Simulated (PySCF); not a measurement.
HCl3OTi (SMILES [OH][Ti]([Cl])([Cl])[Cl]), singlet, at a GFN2-xTB geometry (such geometries of metal compounds can be far from the true shape); PySCF with PBE0/6-31G.

The PySCF input:
```python
from pyscf import gto, scf, dft

mol = gto.Mole()
mol.atom = '''
    Ti   -0.31898315    0.16422268    0.01665685
    Cl    1.28654172    1.40077087   -0.62802818
    Cl    0.36942043   -0.63338132    1.86390039
    Cl   -0.24047436   -1.49612771   -1.30978699
    O    -1.79928869    0.92633109    0.09395633
    H    -2.65135360    1.36500122    0.13844996
'''
mol.basis = '6-31g'
mol.verbose = 4
mol.build()

mf = dft.RKS(mol)
mf.xc = 'pbe0'
mf.kernel()
```

Problem. What does PySCF print? Leave out banner, timings and long lists.

Solution. 
```
PySCF version 2.14.0

[INPUT] verbose = 4
[INPUT] num. atoms = 6
[INPUT] num. electrons = 82
[INPUT] charge = 0
[INPUT] spin (= nelec alpha-beta = 2S) = 0
[INPUT] symmetry False subgroup None
[INPUT] Mole.unit = angstrom
[INPUT] Symbol           X                Y                Z      unit          X                Y                Z       unit  Magmom
[INPUT]  1 Ti    -0.318983150000   0.164222680000   0.016656850000 AA   -0.602790791851   0.310335888642   0.031476884598 Bohr   0.0
[INPUT]  2 Cl     1.286541720000   1.400770870000  -0.628028180000 AA    2.431211498627   2.647073307569  -1.186801258709 Bohr   0.0
[INPUT]  3 Cl     0.369420430000  -0.633381320000   1.863900390000 AA    0.698103437519  -1.196917227216   3.522261260570 Bohr   0.0
[INPUT]  4 Cl    -0.240474360000  -1.496127710000  -1.309786990000 AA   -0.454430680380  -2.827271619273  -2.475138692618 Bohr   0.0
[INPUT]  5 O     -1.799288690000   0.926331090000   0.093956330000 AA   -3.400162843127   1.750512060770   0.177551731369 Bohr   0.0
[INPUT]  6 H     -2.651353600000   1.365001220000   0.138449960000 AA   -5.010332163380   2.579478465497   0.261632506357 Bohr   0.0

nuclear repulsion = 555.184690783892
number of shells = 39
number of NR pGTOs = 254
number of NR cGTOs = 77
basis = 6-31g
ecp = {}

******** <class 'pyscf.dft.rks.RKS'> ********
method = RKS
initial guess = minao
damping factor = 0
level_shift factor = 0
DIIS = <class 'pyscf.scf.diis.CDIIS'>
diis_start_cycle = 1
diis_space = 8
diis_damp = 0
SCF conv_tol = 1e-09
SCF conv_tol_grad = None
SCF max_cycles = 50
direct_scf = True
direct_scf_tol = 1e-13
XC library pyscf.dft.libxc version 7.1.2
    S. Lehtola, C. Steigemann, M. J. T. Oliveira, and M. A. L. Marques,  SoftwareX 7, 1–5 (2018)
XC functionals = pbe0
    C. Adamo and V. Barone,  J. Chem. Phys. 110, 6158 (1999)
    M. Ernzerhof and G. E. Scuseria,  J. Chem. Phys. 110, 5029 (1999)
radial grids:
    Treutler-Ahlrichs [JCP 102, 346 (1995); DOI:10.1063/1.469408] (M4) radial grids

becke partition: Becke, JCP 88, 2547 (1988); DOI:10.1063/1.454033
pruning grids: <function nwchem_prune>
grids dens level: 3
symmetrized grids: False
atomic radii adjust function: <function treutler_atomic_radii_adjust>
small_rho_cutoff = 0
Set gradient conv threshold to 3.16228e-05
Initial guess from minao.
tot grids = 101440
init E= -2305.61289473182
  HOMO = -0.39043716241225  LUMO = -0.12805907895018  gap/eV = 7.13967
cycle= 1 E= -2304.96777955362  delta_E= 0.645  |g|= 0.993  |ddm|= 2.73
  HOMO = -0.305890379779241  LUMO = -0.268625869782361  gap/eV = 1.01402
cycle= 2 E= -2296.97344851858  delta_E= 7.99  |g|= 6.79  |ddm|=  3.8
  HOMO = -0.303081136212898  LUMO = -0.137392313656421  gap/eV = 4.50862
cycle= 3 E= -2305.0568986233  delta_E= -8.08  |g|= 0.906  |ddm|= 2.77
  HOMO = -0.337911898445928  LUMO = -0.132606659152188  gap/eV = 5.58664
cycle= 4 E= -2305.2212417712  delta_E= -0.164  |g|= 0.177  |ddm|= 0.503
  HOMO = -0.336982610858024  LUMO = -0.110071936158528  gap/eV = 6.17455
cycle= 5 E= -2305.22845869968  delta_E= -0.00722  |g|= 0.0643  |ddm|= 0.166
  HOMO = -0.335026956350996  LUMO = -0.114044476043202  gap/eV = 6.01324
cycle= 6 E= -2305.22921501676  delta_E= -0.000756  |g|= 0.0223  |ddm|= 0.0669
  HOMO = -0.337591792400753  LUMO = -0.114934115960782  gap/eV = 6.05882
cycle= 7 E= -2305.22935867822  delta_E= -0.000144  |g|= 0.00153  |ddm|= 0.0234
  HOMO = -0.337552485994278  LUMO = -0.114649341530436  gap/eV = 6.06550
cycle= 8 E= -2305.22935948107  delta_E= -8.03e-07  |g|= 0.000398  |ddm|= 0.00265
  HOMO = -0.337555575179107  LUMO = -0.114673250166031  gap/eV = 6.06494
cycle= 9 E= -2305.22935952787  delta_E= -4.68e-08  |g|= 7.85e-05  |ddm|= 0.000385
  HOMO = -0.337558559235852  LUMO = -0.11468694366255  gap/eV = 6.06465
cycle= 10 E= -2305.2293595295  delta_E= -1.63e-09  |g|= 3.74e-05  |ddm|= 0.000126
  HOMO = -0.337557610468986  LUMO = -0.114680893717392  gap/eV = 6.06478
cycle= 11 E= -2305.22935952994  delta_E= -4.37e-10  |g|= 2.74e-06  |ddm|= 3.96e-05
  HOMO = -0.337557654209668  LUMO = -0.114681743615819  gap/eV = 6.06476
Extra cycle  E= -2305.22935952992  delta_E= 1.46e-11  |g|= 7.15e-06  |ddm|= 9.63e-06
converged SCF energy = -2305.22935952992
```
